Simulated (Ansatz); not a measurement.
This geometry of FGeH3 (5 atoms, charge 0, multiplicity 1) is a first-order saddle point.

Computed with Ansatz 0.2.0, RKS PBE/def2-SVP.

```xyz
5
Properties=species:S:1:pos:R:3
Ge 0.206 0.000 -0.365
F 0.997 0.000 1.535
H 1.649 0.000 0.441
H -0.768 1.232 -0.340
H -0.768 -1.232 -0.340
```

Which two structures does it join? (They come from a converged band through this point; their orientation in space is the band's.)

Bonds broken: Ge1–H3. Bonds formed: F2–H3. FGeH3 becomes FH + GeH2.

First end point:

```xyz
5
Properties=species:S:1:pos:R:3
Ge 0.260 0.000 0.102
F 0.332 0.000 1.862
H 1.724 0.000 -0.406
H -0.500 1.285 -0.314
H -0.500 -1.285 -0.314
```

Last end point:

```xyz
5
Properties=species:S:1:pos:R:3
Ge 0.042 0.000 -0.757
F 1.164 0.000 1.287
H 2.006 0.000 0.864
H -0.948 1.152 -0.232
H -0.948 -1.152 -0.232
```

How far does it lie above each of them?

2.33 eV above the first and 0.44 eV above the second. This is the barrier of this one path; another mechanism may lie lower. The orbitals stay closed-shell, which can raise the energy where a bond breaks towards radicals; this wasn't checked here.

The run took 24 s on 1 thread of Intel(R) Xeon(R) 6975P-C (Granite Rapids), with other jobs on the host, peak memory 0.12 GiB.
